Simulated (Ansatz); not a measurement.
Coupled-cluster diagnostics for the cluster MoO₃⁻ (the lowest doublet isomer of a short search), Ansatz.

Geometry of the doublet (r2SCAN-D4/def2-TZVPD):

```csv
atom,x (Å),y (Å),z (Å)
Mo1,-0.0080,0.1639,-0.2471
O2,0.0418,1.3572,1.0177
O3,-1.4831,-0.7542,-0.3336
O4,1.4493,-0.7670,-0.4369
```

In the def2 sets Mo takes a core potential; there is no spin–orbit coupling. Correlated methods freeze 3 core orbitals; core or outer-core shells of Mo are correlated, in sets that lack core-valence functions. The structure comes from a short search, and lower isomers may exist.

Geometry of the charge -1 quartet (r2SCAN-D4/def2-TZVPD):

```
atom    x (Å)    y (Å)    z (Å)
 Mo1  -0.0946   0.0388  -0.0604
  O2  -1.6517  -0.3850   0.6128
  O3   0.2281   0.9554  -1.5136
  O4   1.5182  -0.6092   0.9612
```

(1) Estimate the CCSD(T) correlation energy, the shares of MP2 and (T), T1 and the reference's ⟨S²⟩ for: charge -1, doublet, own geometry in def2-TZVPD; charge -1, quartet, own geometry in def2-TZVPD; and the rough time on 4 threads of Arm Neoverse V2 on a shared host.

Answers

(1) 
```csv
state,basis,correlation (eV),MP2 share (%),(T) share (%),T1,⟨S²⟩ (pure),wall time,remarks
"charge -1, doublet, own geometry",def2-TZVPD,-33.597,100.1,6.1,0.036,0.96 (0.75),5.4 min,spin-contaminated (⟨S²⟩ 0.96)
"charge -1, quartet, own geometry",def2-TZVPD,-31.264,98.2,5.5,0.031,3.81 (3.75),5 min,–
```
Customary marks for T1 are 0.02 (closed shells), 0.045 (open shells) and about 0.05 (3d metals). T1 exceeds 0.02 in 2 of 2 rows and 0.045 in 0; the higher it lies, the less the single-reference result can be trusted.
